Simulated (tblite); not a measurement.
Isomers of C7H11S (doublet state). Computed with GFN2-xTB (tblite): harmonic, unscaled wavenumbers at the GFN2-xTB geometry, gas phase. This tight-binding method is rough: wavenumbers can miss measured ones by several per cent, in bad cases by 10 to 20. Modes of hydrogen on sulfur can be 10 to 20 % off. One conformer each. Open shells enter through the occupations alone, without spin polarisation, and single modes of such species can be off by tens of per cent.

Electronic energies: GFN2-xTB at the same geometries; isomer energies are rough at this level and their order can be wrong.

```
                       SMILES  electronic energy, lowest = 0 (kcal/mol)
           [CH2]C(=C)/C=C/SCC                                      21.5
             CCC12C[C](CS1)C2                                       6.6
 SC[C@@H]1[CH][C@H]2C[C@H]2C1                                       0.0
               C=C/C=[C]\CCSC                                      44.0
               C=C/[C]=C\CCSC                                      31.8
CSC[C@@H]1C[C@@H]2[CH][C@H]12                                      40.3
```

Task: How do GFN2-xTB zero-point energies change the relative energies?

Result: 
| SMILES | ZPE (kcal/mol) | of it from modes above 1550 cm⁻¹ | electronic (kcal/mol) | with ZPE, lowest = 0 (kcal/mol) | lowest mode (cm⁻¹) | rings |
| --- | --- | --- | --- | --- | --- | --- |
| SC[C@@H]1[CH][C@H]2C[C@H]2C1 | 97.9 | 46.7 | 0.0 | 0.0 | 65 | 2 |
| CCC12C[C](CS1)C2 | 100.6 | 47.4 | 6.6 | 9.3 | 76 | 3 |
| [CH2]C(=C)/C=C/SCC | 96.4 | 50.6 | 21.5 | 20.0 | 27 | 0 |
| C=C/[C]=C\CCSC | 96.2 | 50.4 | 31.8 | 30.1 | 31 | 0 |
| CSC[C@@H]1C[C@@H]2[CH][C@H]12 | 97.9 | 47.7 | 40.3 | 40.3 | 28 | 2 |
| C=C/C=[C]\CCSC | 96.4 | 52.4 | 44.0 | 42.5 | 37 | 0 |

The zero-point energies span 4.4 kcal/mol, from `C=C/[C]=C\CCSC` to `CCC12C[C](CS1)C2`. The order is unchanged.

Task: What do entropy and thermal enthalpy add at 298.15 K and 1 bar (rigid rotor, harmonic oscillator, one conformer each)?

Result: 
```
                       SMILES  point group  symmetry number  S (cal/(mol K))  H − H(0) (kcal/mol)  ZPE + H − H(0) − TS (kcal/mol)
 SC[C@@H]1[CH][C@H]2C[C@H]2C1           C1                1             92.0                 5.93                            76.4
             CCC12C[C](CS1)C2           C1                1             88.7                 5.64                            79.8
           [CH2]C(=C)/C=C/SCC           C1                1            103.3                 7.18                            72.8
               C=C/[C]=C\CCSC           C1                1            107.3                 7.44                            71.6
CSC[C@@H]1C[C@@H]2[CH][C@H]12           C1                1             97.4                 6.40                            75.2
               C=C/C=[C]\CCSC           C1                1            105.8                 7.38                            72.2
```

S holds R ln(2S + 1) for the spin.
